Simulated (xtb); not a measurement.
B(F)2(SMe) (CH3BF2S), SMILES CSB(F)F. All values are semi-empirical tight-binding results from xtb (GFN2-xTB unless named), good for trends rather than for accurate numbers. Coordinates come from a GFN2-xTB optimisation. The values are those of a single conformer.

Optimised geometry:

Bonded distances (Å): B1–F2 1.317, B1–F3 1.323, B1–S4 1.778, S4–C5 1.832, C5–H6 1.084, C5–H7 1.084, C5–H8 1.084. Angles (°): F2–B1–F3 115.4, F2–B1–S4 122.5, F3–B1–S4 122.1, B1–S4–C5 100.6, S4–C5–H6 109.5, S4–C5–H7 106.5, S4–C5–H8 109.4, H6–C5–H7 110.5, H6–C5–H8 110.5, H7–C5–H8 110.4.

```yaml
point_group_as_xtb_finds_it: Cs
orbital_gap: 4.68 eV
zero_point_energy: 29.4 kcal/mol
G − E(el) at 298.15 K (modified RRHO): 10.1 kcal/mol
static polarisability (D4 model): 50.6 bohr³
solvation energy, GFN2-xTB/ALPB(water): -1.4 kcal/mol
solvation energy, GFN2-xTB/ALPB(octanol): -2.5 kcal/mol
```

Computed atomic charges and the Wiberg bond orders between heavy atoms:
charges (e) B1 0.55, F2 -0.26, F3 -0.27, S4 -0.18, C5 -0.07, H6 0.07, H7 0.08, H8 0.07. Bond orders B1–F2 1.07, B1–F3 1.05, B1–S4 1.21, S4–C5 1.00.
